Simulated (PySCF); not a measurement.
Choosing a basis for TDDFT

Species: C₂HBCl₂.
Atom-mapped SMILES: `[CH:1]#[C:2][B:3]([Cl:4])[Cl:5]` (hydrogens: H6 on C1)

TDDFT with PBE0 (PySCF), vertical singlets, core orbitals frozen in the response, spherical d and f functions. Geometry: PBE0-D3(BJ)/def2-SVP; no solvent, vibrations or thermal averaging.

Q: Compare 6-31G*, def2-SVP, 6-31+G*, def2-SVPD, aug-cc-pVDZ, def2-TZVP, def2-TZVPD and aug-cc-pVTZ for this molecule.

A: 

| basis | functions | diffuse | S1 (eV) | S2 (eV) | S3 (eV) | S4 (eV) | S5 (eV) | LUMO (eV) | α (au) |
| --- | --- | --- | --- | --- | --- | --- | --- | --- | --- |
| 6-31G* | 80 | no | 4.42 | 5.48 | 5.52 | 5.84 | 6.42 | -2.21 | 48.8 |
| def2-SVP | 83 | no | 4.54 | 5.52 | 5.58 | 5.84 | 6.45 | -2.17 | 47.8 |
| 6-31+G* | 100 | yes | 4.44 | 5.46 | 5.46 | 5.79 | 6.32 | -2.41 | 56.7 |
| def2-SVPD | 122 | yes | 4.45 | 5.44 | 5.46 | 5.77 | 6.31 | -2.46 | 64.7 |
| aug-cc-pVDZ | 132 | yes | 4.44 | 5.44 | 5.45 | 5.77 | 6.30 | -2.41 | 64.7 |
| def2-TZVP | 173 | no | 4.45 | 5.44 | 5.45 | 5.77 | 6.31 | -2.36 | 59.4 |
| def2-TZVPD | 212 | yes | 4.43 | 5.42 | 5.42 | 5.74 | 6.27 | -2.42 | 65.9 |
| aug-cc-pVTZ | 261 | yes | 4.45 | 5.43 | 5.44 | 5.77 | 6.28 | -2.41 | 65.8 |

States are compared by their number. Against the largest diffuse basis here (aug-cc-pVTZ, itself not a converged limit), sets without diffuse functions differ by up to 0.09 eV in S1 and 0.16 eV in S5; the smaller diffuse sets differ by up to 0.01 and 0.04 eV. State by state, the largest deviation of a set without diffuse functions is S1 0.09, S2 0.08, S3 0.14, S4 0.07, S5 0.16 eV. The same number needn't mean the same state in each row. Against aug-cc-pVTZ the polarisability deviates by -26% in 6-31G*, -27% in def2-SVP, -14% in 6-31+G*, -2% in def2-SVPD, -2% in aug-cc-pVDZ, -10% in def2-TZVP, 0% in def2-TZVPD. A single + in a Pople set puts diffuse functions on heavy atoms only.
